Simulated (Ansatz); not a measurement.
PH+, multiplicity 2 (lowest of 2S+1 = 2, 4 at CCSD(T)/def2-TZVPP on PBE0 minima; our sources give no spin for the ground state, which may be another), most abundant isotopes (1.0078 and 30.9738 u). Constants from fifth-degree fits in 1/R to seven points on the lowest solution found; no spin–orbit coupling, no relativity up to Kr; ω_e x_e and α_e move by some per cent with the fit.

Correlated levels freeze the cores. CBS: X⁻³ extrapolation of the correlation energy, Hartree–Fock from the larger set.

Programs: Ansatz (Gaussian orbitals). Values without a source in brackets are computed.

| level | r_e (Å) | ω_e (cm⁻¹) | ω_e x_e (cm⁻¹) | α_e (cm⁻¹) |
|---|---|---|---|---|
| PBE/def2-TZVPP | 1.4477 | 2281.9 | 37.6 | 0.229 |
| CCSD(T)/CBS(aug-cc-pV(T+d)Z, aug-cc-pV(Q+d)Z) | 1.4259 | 2392.3 | 41.3 | 0.238 |

Problem. Derive the rotational constants, the centrifugal constant, the fundamental, the zero-point energy and the force constant.

Solution. 
μ = 0.97607 u.
- PBE/def2-TZVPP: B_e = 16.8576/(μ r_e²) = 8.2401 cm⁻¹; B₀ = B_e − α_e/2 = 8.1254 cm⁻¹; D = 4B_e³/ω_e² = 4.30e-04 cm⁻¹; fundamental ω_e − 2ω_e x_e = 2207 cm⁻¹; zero-point energy ω_e/2 − ω_e x_e/4 = 1132 cm⁻¹; k = μ(2πcω_e)² = 299 N/m
- CCSD(T)/CBS(aug-cc-pV(T+d)Z, aug-cc-pV(Q+d)Z): B_e = 16.8576/(μ r_e²) = 8.4947 cm⁻¹; B₀ = B_e − α_e/2 = 8.3759 cm⁻¹; D = 4B_e³/ω_e² = 4.28e-04 cm⁻¹; fundamental ω_e − 2ω_e x_e = 2310 cm⁻¹; zero-point energy ω_e/2 − ω_e x_e/4 = 1186 cm⁻¹; k = μ(2πcω_e)² = 329 N/m

Ansatz is a program for electronic structure.
